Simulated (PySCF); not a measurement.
A PySCF script (with the pyscf-properties extension) for the NMR shieldings of `C1C([N]([AlH][O]C)C)C1`, C$_{5}$H$_{12}$AlNO, on a GFN2-xTB geometry:

```python
import basis_set_exchange as bse
import numpy as np
from pyscf import gto, dft
from pyscf.prop import nmr

atoms = """
C     2.889654   -1.299723   -1.516951
O     1.976376   -0.282724   -1.224811
Al    0.902702    0.909370   -0.855318
N    -0.325496    0.949760    0.467945
C    -0.863017    2.240448    0.864090
C    -0.961829   -0.141234    1.132778
C    -0.953256   -1.484806    0.479019
C    -2.236900   -0.713497    0.567251
H     3.896965   -0.991976   -1.225755
H     2.879654   -1.512408   -2.588954
H     2.628027   -2.210859   -0.973545
H     0.972104    2.142963   -1.734879
H    -1.947029    2.283157    0.716426
H    -0.652256    2.453336    1.919037
H    -0.396261    3.013280    0.250028
H    -0.888413   -0.108134    2.219817
H    -0.480796   -1.538348   -0.493327
H    -0.826127   -2.365489    1.089816
H    -2.617320   -0.277499   -0.343946
H    -3.001930   -1.054937    1.248244
"""
names = dict.fromkeys(["C", "O", "Al", "N", "H"], "pcSseg-1")
basis = {el: gto.basis.parse(bse.get_basis(n, elements=[el], fmt="nwchem")) for el, n in names.items()}
mol = gto.M(atom=atoms, basis=basis, charge=0, verbose=0)
mf = dft.RKS(mol, xc="PBE0")
mf.grids.level = 2
mf.grids.alignment = dft.numint.BLKSIZE   # the property module wants whole blocks of grid points
mf.conv_tol = 1e-9
mf.kernel()

calc = nmr.RKS(mf)   # GIAO
C = mf.mo_coeff
Co = C[:, mf.mo_occ > 0]
resp = mf.gen_response(singlet=True, hermi=2)
def vind(x):   # induced exchange potential for any number of trial vectors
    d = np.einsum("pi,xij,qj->xpq", C, 2 * x.reshape(-1, C.shape[1], Co.shape[1]), Co, optimize=True)
    return np.einsum("xpq,pi,qj->xij", resp(d - d.transpose(0, 2, 1)), C, Co, optimize=True).ravel()
mo1, _ = nmr.rhf.solve_mo1(calc, with_cphf=vind)
sigma = calc.kernel(mo1)
for i, s in enumerate(sigma):   # ppm
    print("%2d %-2s %9.2f" % (i, mol.atom_pure_symbol(i), np.trace(s) / 3))
```

Question: What are the results?

Answer: 
```
 0 C     130.79
 1 O     308.03
 2 Al    447.34
 3 N     185.06
 4 C     149.45
 5 C     150.55
 6 C     178.13
 7 C     175.70
 8 H      27.47
 9 H      27.50
10 H      27.47
11 H      28.09
12 H      29.20
13 H      29.07
14 H      28.73
15 H      29.55
16 H      31.30
17 H      30.95
18 H      31.79
19 H      31.31
```

These numbers come from an equivalent density-fitted implementation of the same equations, which agrees with the script to about 0.01 ppm for H and up to a few tenths of a ppm for heavy atoms, so last digits may differ.

Size and cost of the density-fitted run: 203 basis functions, 71 s wall time on 1 thread of an Arm Neoverse N1, shared host; peak memory 0.92 GiB.
